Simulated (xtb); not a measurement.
C4H9KO, singlet, geometry from GFN2-xTB of the parent state (such geometries of metal compounds can be far from the true shape); GFN1-xTB in xtb.

Here is a job for xtb.
```
$ xtb mol.xyz --gfn 1 --chrg 0 --uhf 0 --json

# file mol.xyz
15

K      1.17865806     1.52044927     1.52233295
O     -0.07021041     0.34670475     0.18173222
C     -0.44982916    -0.63310286    -0.61390364
C      0.58467577    -1.73806561    -0.79749522
C     -1.80765986    -1.23536986    -0.08292799
C     -0.86626122    -0.03344013    -2.01224332
H      0.21879920    -2.51530211    -1.46022741
H      0.82498563    -2.18539989     0.16721414
H      1.50078357    -1.32257558    -1.21777545
H     -1.59699646    -1.68279658     0.88533723
H     -2.16598743    -1.98523185    -0.77797481
H     -2.54376880    -0.44700386     0.03496130
H      0.03104959     0.39580950    -2.45120272
H     -1.61081285     0.74414666    -1.87705145
H     -1.25642553    -0.82394965    -2.64204347
```

The log (banner, timings and long lists left out):

```
   ID    Z sym.   atoms
    1   19 K      1
    2    8 O      2
    3    6 C      3-6
    4    1 H      7-15

           -------------------------------------------------
          |                Calculation Setup                |
           -------------------------------------------------

molecular fragmentation (1/2 indicates fragments):
111112111111222
# atoms in fragment 1/2:    11     4
 fragment masses (1/2) :       97.18       15.03
CMA distance (Bohr)    :   5.180
constraining FC (au)   :  0.0500

           -------------------------------------------------
          |                 G F N 1 - x T B                 |
           -------------------------------------------------

          ...................................................
          :                      SETUP                      :
          :.................................................:
          :  # basis functions                  42          :
          :  # atomic orbitals                  42          :
          :  # shells                           30          :
          :  # electrons                        32          :
          :  # halogen bonds                     0          :
          :  max. iterations                   250          :
          :  Hamiltonian                  GFN1-xTB          :
          :  restarted?                      false          :
          :  GBSA solvation                  false          :
          :  PC potential                    false          :
          :  electronic temp.          300.0000000     K    :
          :  accuracy                    1.0000000          :
          :  -> integral cutoff          0.2500000E+02      :
          :  -> integral neglect         0.1000000E-07      :
          :  -> SCF convergence          0.1000000E-05 Eh   :
          :  -> wf. convergence          0.2000000E-04 e    :
          :  Broyden damping             0.4000000          :
          :  net charge                          0          :
          :  unpaired electrons                  0          :
          ...................................................

 iter      E             dE          RMSdq      gap      omega  full diag
   1    -18.4819165 -0.184819E+02  0.768E+00    1.56       0.0  T
   2    -18.5626840 -0.807676E-01  0.464E+00    3.52       1.0  T
   3    -18.5621557  0.528296E-03  0.104E+00    3.45       1.0  T
   4    -18.5665667 -0.441097E-02  0.163E-01    3.74       1.0  T
   5    -18.5667120 -0.145282E-03  0.170E-02    3.67       1.5  T
   6    -18.5667140 -0.205472E-05  0.452E-03    3.65       5.7  T
   7    -18.5667141 -0.897203E-07  0.281E-03    3.65       9.2  T
   8    -18.5667142 -0.644672E-07  0.364E-04    3.65      71.0  T
   9    -18.5667142 -0.887926E-09  0.573E-05    3.65     450.8  T
  10    -18.5667142 -0.302691E-10  0.180E-05    3.65    1437.7  T

   *** convergence criteria satisfied after 10 iterations ***

         :::::::::::::::::::::::::::::::::::::::::::::::::::::
         ::                     SUMMARY                     ::
         :::::::::::::::::::::::::::::::::::::::::::::::::::::
         :: total energy             -18.367817295771 Eh    ::
         :: gradient norm              0.071844211615 Eh/a0 ::
         :: HOMO-LUMO gap              3.646563154635 eV    ::
         ::.................................................::
         :: SCC energy               -18.566714201942 Eh    ::
         :: -> electrostatic           0.096336046917 Eh    ::
         :: repulsion energy           0.204480922850 Eh    ::
         :: dispersion energy         -0.005584016679 Eh    ::
         :: halogen bond corr.         0.000000000000 Eh    ::
         :: add. restraining           0.000000000000 Eh    ::
         :: total charge              -0.000000000000 e     ::
         :::::::::::::::::::::::::::::::::::::::::::::::::::::

           -------------------------------------------------
          |                Property Printout                |
           -------------------------------------------------

    * Orbital Energies and Occupations

         #    Occupation            Energy/Eh            Energy/eV
      -------------------------------------------------------------
         1        2.0000           -0.6810040             -18.5311
       ...           ...                  ...                  ...
         4        2.0000           -0.5904619             -16.0673
         5        2.0000           -0.5439735             -14.8023
         6        2.0000           -0.5096617             -13.8686
         7        2.0000           -0.5086113             -13.8400
         8        2.0000           -0.5060791             -13.7711
         9        2.0000           -0.4838115             -13.1652
        10        2.0000           -0.4778097             -13.0019
        11        2.0000           -0.4621227             -12.5750
        12        2.0000           -0.4528371             -12.3223
        13        2.0000           -0.4490030             -12.2180
        14        2.0000           -0.4426221             -12.0444
        15        2.0000           -0.3597969              -9.7906
        16        2.0000           -0.3523001              -9.5866 (HOMO)
        17                         -0.2182914              -5.9400 (LUMO)
        18                         -0.1482439              -4.0339
        19                         -0.1480416              -4.0284
        20                         -0.0927166              -2.5229
        21                         -0.0727682              -1.9801
        22                         -0.0713893              -1.9426
        23                         -0.0615183              -1.6740
        24                         -0.0297675              -0.8100
        25                         -0.0271845              -0.7397
        26                         -0.0100550              -0.2736
        27                         -0.0036174              -0.0984
       ...                                ...                  ...
        42                          0.5645119              15.3612
      -------------------------------------------------------------
                  HL-Gap            0.1340087 Eh            3.6466 eV
             Fermi-level           -0.2852958 Eh           -7.7633 eV

  Mulliken/CM5 charges         n(s)   n(p)   n(d)
     1K     0.57468  0.88376   0.063  0.362  0.000
     2O    -0.71980 -1.06501   1.665  5.055  0.000
     3C     0.30133  0.28958   1.010  2.689  0.000
     4C    -0.10822 -0.25583   1.013  3.095  0.000
     5C    -0.12074 -0.26838   1.019  3.102  0.000
     6C    -0.12074 -0.26838   1.019  3.102  0.000
     7H     0.01765  0.07134   0.982  0.000  0.000
     8H     0.02713  0.08132   0.973  0.000  0.000
     9H     0.02713  0.08132   0.973  0.000  0.000
    10H     0.02131  0.07632   0.979  0.000  0.000
    11H     0.00945  0.06345   0.991  0.000  0.000
    12H     0.03004  0.08537   0.970  0.000  0.000
    13H     0.02131  0.07632   0.979  0.000  0.000
    14H     0.03004  0.08537   0.970  0.000  0.000
    15H     0.00945  0.06345   0.991  0.000  0.000

Wiberg/Mayer (AO) data.
largest (>0.10) Wiberg bond orders for each atom

 ---------------------------------------------------------------------------
     #   Z sym  total        # sym  WBO       # sym  WBO       # sym  WBO
 ---------------------------------------------------------------------------
     1  19 K    0.776 --     2 O    0.501
     2   8 O    1.807 --     3 C    1.102     1 K    0.501
     3   6 C    3.954 --     2 O    1.102     4 C    0.963     5 C    0.943
                             6 C    0.943
     4   6 C    3.990 --     7 H    0.988     3 C    0.963     9 H    0.960
                             8 H    0.960
     5   6 C    3.991 --    11 H    0.990    12 H    0.976    10 H    0.970
                             3 C    0.943
     6   6 C    3.991 --    15 H    0.990    14 H    0.976    13 H    0.970
                             3 C    0.943
     7   1 H    1.003 --     4 C    0.988
     8   1 H    1.010 --     4 C    0.960
     9   1 H    1.010 --     4 C    0.960
    10   1 H    1.010 --     5 C    0.970
    11   1 H    1.004 --     5 C    0.990
    12   1 H    1.011 --     5 C    0.976
    13   1 H    1.010 --     6 C    0.970
    14   1 H    1.011 --     6 C    0.976
    15   1 H    1.004 --     6 C    0.990
 ---------------------------------------------------------------------------

Topologies differ in total number of bonds
Writing topology from bond orders to xtbtopo.mol

 dipole moment from electron density (au)
     X       Y       Z
   1.9474   1.6213   1.9603  total (Debye):    8.143

           -------------------------------------------------
          | TOTAL ENERGY              -18.367817295771 Eh   |
          | GRADIENT NORM               0.071844211615 Eh/α |
          | HOMO-LUMO GAP               3.646563154635 eV   |
           -------------------------------------------------

normal termination of xtb
```
